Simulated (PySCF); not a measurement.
Compound: C6H11F.
SMILES with atom numbers: `[CH2:1]=[CH:2][CH2:3][CH2:4][C@@H:5]([CH3:6])[F:7]` (hydrogens: H8, H9 on C1; H10 on C2; H11, H12 on C3; H13, H14 on C4; H15 on C5; H16, H17, H18 on C6)

Vertical excitations from PySCF (density fitting, frozen core in the response, grid level 2 and gas phase unless stated; continuum runs use non-equilibrium linear response for the excitations) on a GFN2-xTB geometry. Reference run:

| settings | S1, eV (f) | S2, eV (f) | S3, eV (f) | S4, eV (f) | S5, eV (f) | S6, eV (f) | T1, eV (Tamm–Dancoff) | mean α (au) |
| --- | --- | --- | --- | --- | --- | --- | --- | --- |
| PBE0/def2-SVPD, full TDDFT, 8 singlets | 7.26 (0.034) | 7.49 (0.483) | 7.63 (0.005) | 7.72 (0.003) | 8.02 (0.005) | 8.17 (0.018) | 4.47 | 75.6 |

What do these settings give: B3LYP/pcSseg-1, grid level 3, fitting basis def2-qzvpp-jkfit, TDA, 1 singlet?

```csv
settings,"S1, eV (f)","S2, eV (f)","S3, eV (f)","S4, eV (f)","S5, eV (f)","S6, eV (f)","T1, eV (Tamm–Dancoff)",mean α (au)
"B3LYP/pcSseg-1, grid level 3, fitting basis def2-qzvpp-jkfit, TDA, 1 singlet",7.65 (0.016),–,–,–,–,–,4.59,67.6
```

S1 moves by +0.39 eV; functional, basis and response scheme change together, so the shift can't be laid on one. States are counted by energy in each run and needn't keep their character from row to row.

Give the leading configurations of S1 (H = HOMO, L = LUMO) and the HOMO–LUMO gap of each run.

```json
{"settings": "PBE0/def2-SVPD, full TDDFT, 8 singlets", "S1 configurations (weight)": "H→L+1 0.67, H→L+2 0.21, H→L+3 0.11", "S1 (eV)": "7.26", "orbital gap (eV)": "7.84", "S1 − gap (eV)": "-0.58"}
{"settings": "B3LYP/pcSseg-1, grid level 3, fitting basis def2-qzvpp-jkfit, TDA, 1 singlet", "S1 configurations (weight)": "H→L+1 0.69, H→L+3 0.22", "S1 (eV)": "7.65", "orbital gap (eV)": "7.47", "S1 − gap (eV)": "+0.18"}
```

Conformer computed: `[CH2:1]=[CH:2][CH2:3][CH2:4][C@@H:5]([CH3:6])[F:7]`: C1–C2–C3–C4 120°, C2–C3–C4–C5 180°, C3–C4–C5–C6 177°.

One conformer stands for the species.
